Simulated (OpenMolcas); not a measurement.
## B: the spin-orbit constant, worked from levels

* Program: OpenMolcas 26.06
* Basis: ANO-RCC-VTZP [4s3p2d1f]
* Scalar Hamiltonian: DKH2, point nucleus
* Active space: 3 electrons in 8 orbitals (2s 2p 3s 3p)
* State averaging: 2S+1 = 4 odd, 1 root (0 in the spin-orbit step); 2S+1 = 2 odd, 3 roots; 2S+1 = 4 even, 3 roots; 2S+1 = 2 even, 6 roots
* Spin-orbit coupling: state interaction with AMFI integrals over the reference wave functions, term energies averaged over their components

Methods: CASSCF; SS-CASPT2, IPEA 0.25 Eh, imaginary shift 0.1 Eh (closed shells correlated: 1s). Measured levels: NIST Handbook of Basic Atomic Spectroscopic Data.

**The spin-orbit constant.** For the Hund term 2P* of p1, E(J) = (A/2) J(J+1) + constant and ζ = 2S·A = A. From J = 1/2 to J = 3/2 the energy changes by 1.5 A.

```tsv
Source	E(3/2) - E(1/2)	A	ζ
CASSCF	13.1	8.7	9
SS-CASPT2	13.1	8.7	9
measured	15.3	10.2	10
```

All in cm-1. SS-CASPT2 is off by -14.4 % and CASSCF by -14.4 %. Both methods take the spin-orbit matrix elements from the reference wave functions, so the second can move ζ only through the term energies and any multistate remixing.

Active for correlation alone: 3p 3s; no level in the range computed is led by a configuration that fills them, so any true level of that kind is missing. Without dynamic correlation excited terms often stand tens of per cent too high (terms of higher spin than the ground term too low), and those without a measured partner can miss by more than the paired ones (holds for CASSCF). Computed and measured levels are paired by configuration, term and J; levels that our copy of the source lacks, or whose pairing is in doubt (as where it misses far off the trend of its configuration), stay unpaired and out of the deviations. Only configurations of the active space appear.

* marks odd parity.
